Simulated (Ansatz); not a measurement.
Program: Ansatz. Geometries: PBE0-D4/def2-TZVP. ΔE: electronic, gas phase. CCSD(T)/CBS is the MP2 limit (def2-TZVPP, def2-QZVPP) plus CCSD(T) − MP2 in def2-TZVPP, frozen cores. DFT in def2-TZVPP. HSE06 is defined as in plane-wave codes. For Ge, Se outer-core shells are correlated without core-valence functions, which leaves a few kJ/mol of doubt a bond. Scalar relativity is left out up to krypton. One conformer a species, not always the lowest.

Reaction (ligand exchange at a Ge–Se bond): `[CH3][Ge]([CH3])([Cl])[SeH]` + `CC(C)N` → `CC(C)[NH][Ge]([CH3])([CH3])[Cl]` + H₂Se

```
   level  ΔE (kJ/mol)
  PBE-D4         48.1
HSE06-D4         49.0
```

What does CCSD(T)/CBS give? (Estimate.)

The calculation gave: +41.1 kJ/mol. The listed levels differ from it by 7.0, 7.9 kJ/mol.

Largest T1 diagnostic among the species: 0.010.

From BLYP to BHLYP (50 % exact exchange), in def2-TZVPP and without D4, ΔE moves by −3.0 kJ/mol. Leaving LDA and LC-ωPBE aside and taking each functional with its dispersion term where it has one, the values, not all of them listed here, spread over 11.4 kJ/mol, from CAM-B3LYP-D4 to HSE06-D4. LDA lies −12.6 kJ/mol from PBE without D4. In def2-TZVPP, CCSD(T) changes the Hartree–Fock value by −12.1 kJ/mol (the triples alone add −1.4 kJ/mol) and MP2 by −8.2 kJ/mol.
